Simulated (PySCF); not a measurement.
Species: C2H8ClGeP.
Structure used (PBE0-D3(BJ)/def2-SVP), in Å, numbered top down from 1:
```xyz
13
C2H8ClGeP angstrom
P      1.9718    1.0063   -0.5840
Ge     0.7834   -0.9283   -0.0493
C     -0.9696   -0.3618    0.6503
C     -1.6419    0.7303   -0.1516
Cl    -1.9643    0.2125   -1.8375
H      2.4861    1.1718    0.7400
H      3.1224    0.2868   -1.0313
H      1.4972   -1.7587    1.0390
H      0.6439   -1.7813   -1.3206
H     -1.6216   -1.2478    0.7127
H     -0.8139   -0.0019    1.6816
H     -2.6130    1.0167    0.2770
H     -1.0144    1.6312   -0.2221
```

Level of theory: PBE0-D3(BJ)/def2-SVP geometry optimisation, gas phase (PySCF 2.14.0).

Take the most abundant isotopes and a rigid rotor. The values belong to one conformer with, in the numbering `[PH2:1][GeH2:2][CH2:3][CH2:4][Cl:5]`, H–P1–Ge2–C3 86° and 180°, P1–Ge2–C3–C4 45°, Ge2–C3–C4–Cl5 61°.

(1) Give the principal moments of inertia and the rotational constants in cm⁻¹.

(2) Classify the top.

(3) Is it planar, by Δ = Ic − Ia − Ib?

(4) Give the other two planar moments, Paa and Pbb, and the rms extents of the mass along the axes.

(5) Predict some low-J microwave lines.

(6) Estimate the classical rotational partition function at 10 K, 25 K and 50 K.

Answers

(1) Ia = 190.48, Ib = 456.14, Ic = 537.65 u·Å²; 505379 MHz·u·Å²/I gives 2653, 1108 and 940.0 MHz, that is A = 0.08850, B = 0.03696, C = 0.03135 cm⁻¹.

(2) An asymmetric top; Ray's κ = -0.804.

(3) Not planar: Δ = Ic − Ia − Ib = -108.98 u·Å². For a rigid frame Δ = −2 Σ m c², so Σ m c² = 54.49 u·Å² lies off the ab plane: 14.79 from hydrogen and 39.70 from heavier atoms. The atom farthest from that plane is 2.00 Å away.

(4) Paa = Σ m a² = (Ib + Ic − Ia)/2 = 401.65 and Pbb = Σ m b² = (Ia + Ic − Ib)/2 = 135.99 u·Å². With the mass M = 171.93 u, the rms extents √(P/M) along a, b and c are 1.53, 0.89, 0.56 Å.

(5) The dipole components are |μa| = 0.80 D, |μb| = 1.25 D, |μc| = 1.70 D. The squared components, which scale the intensities, stand as 0.22 : 0.54 : 1.00 (a : b : c). Some of the stronger lines:

```
type  branch         J(Ka,Kc)    MHz  lower level (cm⁻¹)
   a       Q  3(1,2) ← 3(1,3)   1007               0.447
   b       Q  1(1,0) ← 1(0,1)   1713               0.068
   b       Q  2(1,1) ← 2(0,2)   1894               0.205
   b       Q  3(1,2) ← 3(0,3)   2189               0.408
   c       R  1(1,0) ← 0(0,0)   3761               0.000
   a       R  2(1,1) ← 1(1,0)   4264               0.125
   c       Q  3(2,2) ← 3(1,2)   4392               0.481
   b       Q  3(2,1) ← 3(1,2)   4456               0.481
   b       Q  2(2,0) ← 2(1,1)   4649               0.268
   b       R  3(0,3) ← 2(1,2)   4702               0.251
   a       R  3(1,3) ← 2(1,2)   5884               0.251
   c       R  2(1,1) ← 1(0,1)   5977               0.068
   a       R  3(0,3) ← 2(0,2)   6092               0.205
   c       R  2(2,1) ← 1(1,1)   9067               0.120
   b       R  3(2,2) ← 2(1,1)  10779               0.268
   b       R  3(2,1) ← 2(1,2)  11348               0.251
```

(6) Point group C1, symmetry number σ = 1; q = (√π/σ)·√((kT/h)³/(ABC)), k/h = 20836.6 MHz/K: 3210 at 10 K, 12700 at 25 K, 35900 at 50 K.

PBE0-D3(BJ)/def2-SVP frequencies: not computed here. These are rigid-rotor constants of the computed structure; measured ground-state constants (B0) also hold zero-point vibration. Quadrupole hyperfine structure (35Cl) is left out.
